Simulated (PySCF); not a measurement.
Here is a computed PBE0-D3(BJ)/def2-SVP geometry (Å):
```
atom  x, y, z in Å
C1     3.3468   -0.1805    0.0527
S2     1.8502   -1.0930   -0.3454
C3     0.6092    0.0363    0.1632
C4     0.7548    1.2395    0.8112
S5    -0.7549    2.0479    1.1321
C6    -1.6400    0.7612    0.3932
C7    -2.9675    0.3648    0.0787
C8    -2.8534   -0.8523   -0.5648
N9    -1.5299   -1.2060   -0.6531
C10   -0.7743   -0.2270   -0.0715
H11    3.3761    0.7801   -0.4820
H12    3.4335   -0.0113    1.1361
H13    4.1881   -0.8042   -0.2788
H14    1.6805    1.7127    1.1324
H15   -3.8956    0.8897    0.2905
H16   -3.6312   -1.4973   -0.9680
H17   -1.1757   -2.0455   -1.0877
```

Charge 0, singlet.

Task: Which heavy atoms are bonded, and with what formal order?

Result: C1–S2 1.80 Å (single); S2–C3 1.75 Å (single); C3–C4 1.37 Å (aromatic); C4–S5 1.74 Å (aromatic); S5–C6 1.73 Å (aromatic); C6–C7 1.42 Å (aromatic); C7–C8 1.38 Å (aromatic); C8–N9 1.37 Å (aromatic); N9–C10 1.37 Å (aromatic); C3–C10 1.43 Å (aromatic); C6–C10 1.39 Å (aromatic). Bonds to hydrogen (Å): C1–H11 1.10; C1–H12 1.10; C1–H13 1.10; C4–H14 1.09; C7–H15 1.09; C8–H16 1.09; N9–H17 1.01. The orders are those of one drawing; other resonance forms can be drawn.

Task: Which species is it?

Result: `CSc1csc2cc[nH]c12`, C7H7NS2. Among its features: pyrrole-type ring nitrogen, aromatic ring with sulfur and sulfide.

Task: Which rings does it hold (smallest set)?

Result: C3–C4–S5–C6–C10 (5 members, 0.00 Å rms from planarity); C6–C7–C8–N9–C10 (5 members, 0.00 Å rms from planarity).

Task: Describe the place of each heavy atom.

Result: C1: S-methyl carbon; S2: sulfide sulfur; C3: substituted aromatic carbon; C4: aromatic CH next to a ring sulfur; S5: thiophene-type sulfur; C6: ring-fusion aromatic carbon; C7: aromatic CH carbon; C8: aromatic CH next to a ring nitrogen; N9: pyrrole-type nitrogen; C10: ring-fusion aromatic carbon.

Task: What is the arrangement about C3?

Result: It has 3 neighbours (S2, C4, C10) and is planar (angles 128.7°, 121.3° and 110.0°, sum 360.0°, 0.00 Å off the plane of its three neighbours).

Task: What is the arrangement about N9?

Result: It has 3 neighbours (C8, C10, H17) and is planar (angles 125.8°, 125.5° and 108.7°, sum 360.0°, 0.00 Å off the plane of its three neighbours).
